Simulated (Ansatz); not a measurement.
A cut through the energy surface

CH₃FMgO (SMILES C[O][Mg][F]), closed shell, at its PBE0-D4/def2-TZVP minimum:

C1  (0.037, 1.151, 0.108)
O2  (0.004, -0.219, -0.025)
Mg3  (-0.039, -1.961, -0.199)
F4  (-0.081, -3.703, -0.372)
H5  (-0.803, 1.630, -0.414)
H6  (-0.018, 1.458, 1.162)
H7  (0.962, 1.577, -0.307)
(Å)

The angle H5–C1–H6 (107.2° at the minimum) is set to the values below, H5, with anything bonded beyond it, turning rigidly in the plane of the angle. Each method's energies count from its own value at the PBE0-D4 minimum structure. Program: Ansatz 0.2.0. Basis: def2-TZVPP. Cores are frozen in the correlated methods. The outer core shell of Li, Na, Mg and K is correlated. The def2 sets are not built for correlating such inner shells, so the correlated values are less sure here. B3LYP uses VWN-RPA correlation.

| angle (°) | CCSD(T) (eV) | wB97M-V (eV) | r2SCAN-D4 (eV) |
| --- | --- | --- | --- |
| 89.2 | 0.300 | 0.293 | 0.294 |
| 93.7 | 0.169 | 0.165 | 0.165 |
| 98.2 | 0.075 | 0.073 | 0.073 |
| 102.7 | 0.019 | 0.018 | 0.018 |
| 107.2 | 0.000 | 0.000 | 0.000 |
| 111.7 | 0.019 | 0.018 | 0.019 |
| 116.2 | 0.075 | 0.073 | 0.074 |
| 120.7 | 0.168 | 0.164 | 0.166 |
| 125.2 | 0.299 | 0.291 | 0.294 |

Largest difference from the CCSD(T) curve over the scan: PBE-D4 0.022; PBE0-D4 0.007; B3LYP-D4 0.004; HF 0.043 eV. Each curve counts from its own value at the minimum.

The T1 diagnostic stays at or below 0.012.

For scale, one of the runs: CCSD(T)/def2-TZVPP, 167 basis functions (an equivalent command: `ansatz run in.yaml --threads 4`). Time: 52 s of wall clock on 4 CPU threads; the host was shared. Peak host memory: 1.6 GiB.
